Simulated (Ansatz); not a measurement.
Co₃W⁺, relaxed as a triplet with UKS PBE-D4/def2-SVP in Ansatz, starting from the PBE-D4/def2-SVP geometry of the charge +1 septet. Force threshold 0.02 eV/Å.

In the def2 sets W takes a core potential; there is no spin–orbit coupling. The charge 1 triplet is spin-contaminated (final ⟨S²⟩ up to 3.08, 2.00 for a pure state). The relaxation made no stability test and no search for a lower SCF solution. At PBE0-D4/def2-TZVP a quintet of charge 1 lies 0.07 eV below the triplet, each at its own geometry. That quintet is doubtful there (⟨S²⟩ 8.82, where a pure state has 6.00). The structure comes from a short search, and lower isomers may exist.

Start:

```xyz
4

Co   -0.896    1.156   -0.834
Co    0.874   -0.988    1.047
Co    1.151    0.467   -0.553
W    -1.129   -0.636    0.340
```

```tsv
step	energy (eV)	largest force component (eV/Å)	SCF passes
1	-114665.6929	0.879	161
2	-114665.7514	0.501	74
3	-114665.9137	1.239	178
4	-114666.0506	0.876	135
5	-114666.1766	0.479	84
6	-114666.2222	0.371	71
7 (rejected)	-114666.2090	0.516	70
8	-114666.2283	0.024	52
9	-114666.2283	0.003	53
```

Force components are those of the run's own axes.

End:

```xyz
4

Co   -1.040    1.343   -0.494
Co    0.795   -0.794    1.363
Co    1.062    0.170   -0.762
W    -0.818   -0.719   -0.107
```

By distances, no bond broke or formed. The bond that changes most is Co3–W4, from 2.69 to 2.18 Å (atoms count from 1).

No frequencies were taken in this run, so the end may be a saddle point.

Hardware: 4 threads of Arm Neoverse V1 on a shared host. Wall time 55 s.
